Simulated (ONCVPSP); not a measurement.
Bi (Z = 83), ONCV: configuration errors across variants

ONCVPSP 4.0.1 input, shortened (lines: element, Z, core and valence counts, functional; n l f; lmax; l rc ep ncon nbas qcut; lloc lpopt rc5 dvloc0; l nproj debl; icmod fcfact rcfact), LDA (Perdew-Wang 92), scalar-relativistic:

```
  Bi 83.00   10    5  -001012      upf
    1    0    2.00
    2    0    2.00
    2    1    6.00
    3    0    2.00
    3    1    6.00
    3    2   10.00
    4    0    2.00
    4    1    6.00
    4    2   10.00
    4    3   14.00
    5    0    2.00
    5    1    6.00
    5    2   10.00
    6    0    2.00
    6    1    3.00
    2
    0    1.30    0.00    4    7    9.90
    1    1.45    0.00    4    8    8.00
    2    1.40    0.00    3    8    9.20
    4    5    1.00   -1.00
    0    2    2.60
    1    2    3.70
    2    3    0.70
    0    0.00    0.00
```

In the d channel the program set the typed energies aside and used -0.999, 0.250, 0.950 Ha.

All-electron excitation energies from the reference (eV): (1) 5s2 5p6 5d10 6s2 6p2 8.148; (2) 5s2 5p6 5d10 6s2 6p1 23.707; (3) 5s2 5p6 5d10 6s2 6p0 47.417; (4) 5s2 5p6 5d10 6s2 6p2.5 3.205.

2 further variants failed, have other tests or another functional or relativity, and are left out.

Errors AE − PS in meV (a dash: test not solved or not reliable):

```tsv
change	(1)	(2)	(3)	(4)	bound ghosts	GHOST(+) flags above zero
base	-3.4	-11	-23	-1.3	none	s
s: qcut 8.2	-3.4	-11	-23	-1.3	none	s
local potential polynomial inside 1.00 bohr (lpopt 5, dvloc0 0 Ha)	-3.4	-11	-23	-1.3	none	s
d: qcut 8.9	-3.4	-11	-23	-1.3	none	s
```

(1) Give the same row for: core correction polynomial model core, fcfact 0.55.

## Answers

(1) -3.4, -11, -24, -1.3; bound ghosts: none; GHOST(+) flags above zero: s.
